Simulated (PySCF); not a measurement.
**Radial density of V (vanadium, neutral)**

PBE0, [Ar] 3d3 4s2, high-spin 4F determinant. Calculation: PySCF 2.14, in pcseg-2 (6s4p3d2f1g, 56 functions); no relativity, point nucleus.

```csv
r (bohr),4πr²ρ (e/bohr),4πr²(ρα − ρβ)
0.00130,0.1644,0.0000
0.00219,0.4466,0.0000
0.00369,1.179,0.0001
0.00620,2.973,0.0002
0.0104,6.924,0.0004
0.0175,14.14,0.0008
0.0295,23.25,0.0012
0.0496,27.22,0.0013
0.0835,22.02,0.0033
0.140,23.48,0.0269
0.236,29.19,0.1770
0.397,13.64,0.7876
0.668,10.59,1.8660
1.12,8.784,1.8955
1.89,2.068,0.8598
3.18,0.8137,0.1552
5.35,0.1767,-0.0130
8.99,0.004256,-0.0008
```

**Question.** Where is the radial spin density 4πr²(ρα − ρβ) most negative, and why is it negative at all?

**Answer.** Around r = 5.35 bohr, down to -0.0130 e/bohr: exchange with the open shell polarises the paired shells in an unrestricted calculation.
